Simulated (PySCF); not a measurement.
Coordinates in bohr (charge -1 multiplicity 1):
```
Mg    0.0000    0.0000    0.0000
Cl   -0.0072    0.0000    4.3696
Cl    3.7878    0.0000   -2.1786
Cl   -3.7806    0.0000   -2.1911
```

Level of theory: PySCF, B3LYP, basis Mg def2-SVPD, Cl def2-SVPD (no relativity, density fitting).

This geometry of MgCl₃⁻ is a stationary point at this level.

Problem. What is the point group?

Solution. D3h.

Problem. Is it a minimum?

Solution. Yes: all harmonic wavenumbers are real.

Problem. List the harmonic modes with their infrared intensities.

Solution. 
| symmetry | ω (cm⁻¹) | IR (km/mol, summed over degenerate members) |
| --- | --- | --- |
| e' | 103 | 12.9 |
| a2'' | 163 | 44.3 |
| a1' | 263 | 0.0 |
| e' | 430 | 288 |

Problem. Give the atomic charges and bond orders.

Solution. 
| atom | Mulliken | Löwdin | polar tensor | Mayer order to Mg1 |
| --- | --- | --- | --- | --- |
| Mg1 | 1.02 | -0.09 | 1.27 | – |
| Cl2,3,4 | -0.67 | -0.30 | -0.76 | 0.55 |

In D3h the vibrations span 2e' + a2'' + a1'. The a1' mode carries no infrared intensity, as symmetry demands.

Other isomers or separated fragments may lie lower. The lowest empty level of this anion is unbound, so it and the gap depend on the basis.
